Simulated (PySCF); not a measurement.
# The second ionisation energy along group 16

All values are computed (PySCF 2.14, energy differences of UHF-based or UKS calculations, no spin-orbit coupling). Values in eV. The last column holds reference values (NIST; (s) semi-empirical, (t) theoretical, else measured). Unmarked ones compare directly (S terms, centres of terms, or small fine structure); those marked * lie between the lowest fine-structure levels and include a spin-orbit shift.

```csv
element,configurations,UHF,MP2 (valence),SCS-MP2 (valence),PBE,PBE0,r2SCAN,reference
"O (dyall-av2z, non-relativistic)",[He] 2s2 2p3 → [He] 2s2 2p2,34.588,35.086,34.854,35.286,35.320,35.497,35.121 *
"S (dyall-av2z, non-relativistic)",[Ne] 3s2 3p3 → [Ne] 3s2 3p2,22.726,23.198,23.033,23.314,23.376,23.509,23.338 *
"Se (dyall-av2z, non-relativistic)",[Ar] 3d10 4s2 4p3 → [Ar] 3d10 4s2 4p2,20.820,21.211,21.073,21.284,21.374,21.554,21.196 ± 0.01 *
"Te (dyall-av2z, non-relativistic)",[Kr] 4d10 5s2 5p3 → [Kr] 4d10 5s2 5p2,18.289,18.612,18.500,18.706,18.804,18.936,18.6 ± 0.4 *
```

"Valence" correlates the outer s and p shells and, in groups 3 to 12 and the f block, the outer d or f shell, open or full, or the next shell where the ion has no valence electron left; the wider scheme adds the next inner shell.
